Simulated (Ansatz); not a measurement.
Ansatz (a program for electronic structure) input file for CH4CdO, SMILES [OH][Cd][CH3], PBE0-D3(BJ)/def2-TZVP. 

Ansatz 0.2 input:
```yaml
crystal:
  periodic: [false, false, false]
  atoms:
    - {symbol: Cd, position_ang: [0.02754339, 0.11309631, 0.22385851]}
    - {symbol: C, position_ang: [-0.27669546, 1.23719929, -1.58900055]}
    - {symbol: H, position_ang: [-1.20499781, 1.80247811, -1.56766444]}
    - {symbol: H, position_ang: [-0.33117445, 0.47095172, -2.36353626]}
    - {symbol: H, position_ang: [0.55048791, 1.91075983, -1.79777147]}
    - {symbol: O, position_ang: [0.13148722, -1.84592411, 0.40749683]}
    - {symbol: H, position_ang: [0.27187653, -2.26861569, 1.25779263]}
basis:
  gaussian:
    orbitals: def2-TZVP
hamiltonian:
  xc: pbe0
  dispersion: d3bj
relax: {f_tol: 0.002, max_steps: 200}
```

It prints:

```
WARN ansatz: RAYON_NUM_THREADS=1 ignored (pool sized by the plan → 1); use --threads N
Functional definition: PBE0
integrals: 0.04 GiB planned
927 factors; their error is unknown
mean field: 0.41 GiB planned
mean field evaluation 1: about -7697.7918 eV, gradient 8.2e1 eV
mean field evaluation 2: about -7624.8156 eV, gradient 1.8e2 eV
mean field evaluation 4: about -7710.6542 eV, gradient 1.6e1 eV
mean field evaluation 8: about -7711.2229 eV, gradient 9.5e-2 eV
mean field evaluation 16: about -7711.3005 eV, gradient 8.7e-5 eV
mean field -7711.30049217 eV, -283.3850661801 hartree, gradient 1.8e-5 eV, S^2 0.000000; 0 other end points of the search recorded, 0 dependent functions left out
the calculation of the forces begins
reference -7711.30052266 eV, -283.3850673004 hartree; 19, 19 occupied and 107, 107 virtual orbitals, 927 factors
relax step   1: F+E_penalty+E_count = -7711.38828609 eV  Δ(F+E_penalty+E_count) = +0.000e0 eV  max|allowed force component| = 1.297e0 eV/Å  Δτ_max = 0.0000 Å  (28 SCF iters, accepted)
these checks for a lower state are left out or cut short: starts, cluster_reference, orbital_swaps, neighbouring_geometries, increment
integrals: 0.04 GiB planned
927 factors; their error is unknown
mean field: 0.40 GiB planned
mean field -7711.54699200 eV, -283.3941248818 hartree, gradient 1.5e-5 eV, S^2 0.000000; 0 other end points of the search recorded, 0 dependent functions left out
the calculation of the forces begins
reference -7711.54702257 eV, -283.3941260051 hartree; 19, 19 occupied and 107, 107 virtual orbitals, 927 factors
relax step   2: F+E_penalty+E_count = -7711.63397612 eV  Δ(F+E_penalty+E_count) = -2.457e-1 eV  max|allowed force component| = 5.441e-1 eV/Å  Δτ_max = 0.1947 Å  (30 SCF iters, accepted)
these checks for a lower state are left out or cut short: starts, cluster_reference, orbital_swaps, neighbouring_geometries, increment
integrals: 0.04 GiB planned
927 factors; their error is unknown
mean field: 0.40 GiB planned
mean field evaluation 32: about -7711.7130 eV, gradient 2.2e-5 eV
mean field -7711.71303489 eV, -283.4002268455 hartree, gradient 2.2e-5 eV, S^2 0.000000; 0 other end points of the search recorded, 0 dependent functions left out
the calculation of the forces begins
reference -7711.71306571 eV, -283.4002279781 hartree; 19, 19 occupied and 107, 107 virtual orbitals, 927 factors
relax step   3: F+E_penalty+E_count = -7711.79938134 eV  Δ(F+E_penalty+E_count) = -1.654e-1 eV  max|allowed force component| = 8.373e-1 eV/Å  Δτ_max = 0.1959 Å  (29 SCF iters, accepted)
these checks for a lower state are left out or cut short: starts, cluster_reference, orbital_swaps, neighbouring_geometries, increment
integrals: 0.04 GiB planned
927 factors; their error is unknown
mean field: 0.40 GiB planned
mean field -7711.84796422 eV, -283.4051854070 hartree, gradient 1.3e-5 eV, S^2 0.000000; 0 other end points of the search recorded, 0 dependent functions left out
the calculation of the forces begins
reference -7711.84799495 eV, -283.4051865360 hartree; 19, 19 occupied and 107, 107 virtual orbitals, 927 factors
relax step   4: F+E_penalty+E_count = -7711.93436023 eV  Δ(F+E_penalty+E_count) = -1.350e-1 eV  max|allowed force component| = 7.952e-1 eV/Å  Δτ_max = 0.1999 Å  (36 SCF iters, accepted)
these checks for a lower state are left out or cut short: starts, cluster_reference, orbital_swaps, neighbouring_geometries, increment
integrals: 0.04 GiB planned
927 factors; their error is unknown
mean field: 0.40 GiB planned
mean field -7711.92391589 eV, -283.4079765793 hartree, gradient 1.2e-5 eV, S^2 0.000000; 0 other end points of the search recorded, 0 dependent functions left out
the calculation of the forces begins
reference -7711.92394684 eV, -283.4079777164 hartree; 19, 19 occupied and 107, 107 virtual orbitals, 927 factors
relax step   5: F+E_penalty+E_count = -7712.01020606 eV  Δ(F+E_penalty+E_count) = -7.585e-2 eV  max|allowed force component| = 1.554e-1 eV/Å  Δτ_max = 0.2000 Å  (36 SCF iters, accepted)
these checks for a lower state are left out or cut short: starts, cluster_reference, orbital_swaps, neighbouring_geometries, increment
integrals: 0.04 GiB planned
927 factors; their error is unknown
mean field: 0.40 GiB planned
mean field -7711.92450621 eV, -283.4079982730 hartree, gradient 1.3e-5 eV, S^2 0.000000; 0 other end points of the search recorded, 0 dependent functions left out
the calculation of the forces begins
reference -7711.92453715 eV, -283.4079994099 hartree; 19, 19 occupied and 107, 107 virtual orbitals, 927 factors
relax step   6: F+E_penalty+E_count = -7712.01070713 eV  Δ(F+E_penalty+E_count) = -5.011e-4 eV  max|allowed force component| = 1.212e-1 eV/Å  Δτ_max = 0.0082 Å  (32 SCF iters, accepted)
these checks for a lower state are left out or cut short: starts, cluster_reference, orbital_swaps, neighbouring_geometries, increment
integrals: 0.04 GiB planned
927 factors; their error is unknown
mean field: 0.40 GiB planned
mean field -7711.92848456 eV, -283.4081444746 hartree, gradient 2.1e-5 eV, S^2 0.000000; 0 other end points of the search recorded, 0 dependent functions left out
the calculation of the forces begins
reference -7711.92851546 eV, -283.4081456104 hartree; 19, 19 occupied and 107, 107 virtual orbitals, 927 factors
relax step   7: F+E_penalty+E_count = -7712.01485586 eV  Δ(F+E_penalty+E_count) = -4.149e-3 eV  max|allowed force component| = 2.573e-1 eV/Å  Δτ_max = 0.0892 Å  (29 SCF iters, accepted)
these checks for a lower state are left out or cut short: starts, cluster_reference, orbital_swaps, neighbouring_geometries, increment
integrals: 0.04 GiB planned
927 factors; their error is unknown
mean field: 0.40 GiB planned
mean field evaluation 64: about -7711.8557 eV, gradient 4.6e-3 eV
mean field -7711.93086697 eV, -283.4082320268 hartree, gradient 1.3e-5 eV, S^2 0.000000; 0 other end points of the search recorded, 0 dependent functions left out
the calculation of the forces begins
reference -7711.93089793 eV, -283.4082331644 hartree; 19, 19 occupied and 107, 107 virtual orbitals, 927 factors
relax step   8: F+E_penalty+E_count = -7712.01719700 eV  Δ(F+E_penalty+E_count) = -2.341e-3 eV  max|allowed force component| = 6.753e-2 eV/Å  Δτ_max = 0.0195 Å  (31 SCF iters, accepted)
these checks for a lower state are left out or cut short: starts, cluster_reference, orbital_swaps, neighbouring_geometries, increment
integrals: 0.04 GiB planned
927 factors; their error is unknown
mean field: 0.40 GiB planned
mean field -7711.93142073 eV, -283.4082523768 hartree, gradient 1.3e-5 eV, S^2 0.000000; 0 other end points of the search recorded, 0 dependent functions left out
the calculation of the forces begins
reference -7711.93145167 eV, -283.4082535140 hartree; 19, 19 occupied and 107, 107 virtual orbitals, 927 factors
relax step   9: F+E_penalty+E_count = -7712.01774515 eV  Δ(F+E_penalty+E_count) = -5.481e-4 eV  max|allowed force component| = 6.499e-3 eV/Å  Δτ_max = 0.0129 Å  (31 SCF iters, accepted)
these checks for a lower state are left out or cut short: starts, cluster_reference, orbital_swaps, neighbouring_geometries, increment
integrals: 0.04 GiB planned
927 factors; their error is unknown
mean field: 0.40 GiB planned
mean field -7711.93141897 eV, -283.4082523123 hartree, gradient 1.4e-5 eV, S^2 0.000000; 0 other end points of the search recorded, 0 dependent functions left out
the calculation of the forces begins
reference -7711.93144991 eV, -283.4082534494 hartree; 19, 19 occupied and 107, 107 virtual orbitals, 927 factors
relax step  10: F+E_penalty+E_count = -7712.01774664 eV  Δ(F+E_penalty+E_count) = -1.498e-6 eV  max|allowed force component| = 6.087e-3 eV/Å  Δτ_max = 0.0017 Å  (32 SCF iters, accepted)
these checks for a lower state are left out or cut short: starts, cluster_reference, orbital_swaps, neighbouring_geometries, increment
integrals: 0.04 GiB planned
927 factors; their error is unknown
mean field: 0.40 GiB planned
mean field -7711.93142303 eV, -283.4082524615 hartree, gradient 1.4e-5 eV, S^2 0.000000; 0 other end points of the search recorded, 0 dependent functions left out
the calculation of the forces begins
reference -7711.93145397 eV, -283.4082535986 hartree; 19, 19 occupied and 107, 107 virtual orbitals, 927 factors
relax step  11: F+E_penalty+E_count = -7712.01775061 eV  Δ(F+E_penalty+E_count) = -3.968e-6 eV  max|allowed force component| = 1.678e-4 eV/Å  Δτ_max = 0.0010 Å  (32 SCF iters, accepted)
integrals: 0.04 GiB planned
927 factors; their error is unknown
mean field: 0.40 GiB planned
mean field evaluation 96: about -7711.9314 eV, gradient 1.4e-5 eV
mean field -7711.93142303 eV, -283.4082524615 hartree, gradient 1.4e-5 eV, S^2 0.000000; 1 other end points of the search recorded, 0 dependent functions left out
the calculation of the forces begins
reference -7711.93145397 eV, -283.4082535986 hartree; 19, 19 occupied and 107, 107 virtual orbitals, 927 factors
Total energy: -7712.01778156 eV, -283.4114260788 hartree
Atom 0 at    -0.073102    -0.424585    -0.406959 Å, force    -0.000062    -0.000082     0.000104 eV/Å
Atom 1 at    -0.283365     1.237816    -1.649031 Å, force     0.000028     0.000168     0.000138 eV/Å
Atom 2 at    -1.177854     1.798213    -1.376152 Å, force     0.000016    -0.000029    -0.000070 eV/Å
Atom 3 at    -0.370288     0.915239    -2.687108 Å, force     0.000016    -0.000084    -0.000106 eV/Å
Atom 4 at     0.586452     1.888123    -1.552872 Å, force    -0.000031    -0.000048     0.000019 eV/Å
Atom 5 at     0.085902    -2.069682     0.674573 Å, force    -0.000056     0.000121    -0.000042 eV/Å
Atom 6 at     0.400782    -1.925179     1.568725 Å, force     0.000089    -0.000046    -0.000043 eV/Å
Dipole moment:     0.055364     0.463593    -0.004483 e Å
```

The calculation finished and met its thresholds.
